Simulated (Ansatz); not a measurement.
Born–Oppenheimer molecular dynamics of ClH$_{5}$OSi$_{2}$ (9 atoms, charge 0, multiplicity 1). It starts from a relaxed structure.

Method: RKS PBE-D4/STO-3G (Ansatz 0.2.0).

```
ensemble        : NVT, Nosé–Hoover chain
time step       : 0.5 fs
steps asked     : 250
set temperature : 400 K
thermostat      : time constant 50 fs, chain length 3
seed            : 918643
```

First frame:

```xyz
9
Properties=species:S:1:pos:R:3
Si -0.145 -0.001 0.232
H 0.751 0.161 1.370
Cl 1.066 -0.325 -1.496
O -1.039 1.428 0.107
Si -2.270 1.449 -1.111
H -3.140 0.277 -1.009
H -3.035 2.660 -0.857
H -1.693 1.494 -2.452
H -0.965 -1.210 0.346
```

(1) How far do the bonds stretch over the last three quarters of this one trajectory? (Pairs bonded in most of those frames.)

Answers

(1) 
```csv
bond,mean (Å),spread (Å),shortest,longest
Si1–H2,1.465,0.030,1.41,1.53
Si1–Cl3,2.134,0.014,2.10,2.16
Si1–O4,1.695,0.020,1.67,1.74
Si1–H9,1.472,0.038,1.41,1.53
O4–Si5,1.735,0.017,1.71,1.77
Si5–H6,1.466,0.028,1.42,1.51
Si5–H7,1.461,0.058,1.37,1.55
Si5–H8,1.464,0.011,1.44,1.49
```

Mean temperature of the second half: 326 K. The conserved energy stayed within 0.34 meV per atom of its start (net change 0.27 meV per atom), so the integration is sound. The mean temperature of the second half is 19 % below the set value. A run of 0.12 ps of so small a system gives no equilibrium averages. Limits of this set-up: minimal basis.

The run took 6.8 min on 1 thread of Arm Neoverse V1 (shared host), peak memory 0.091 GiB.
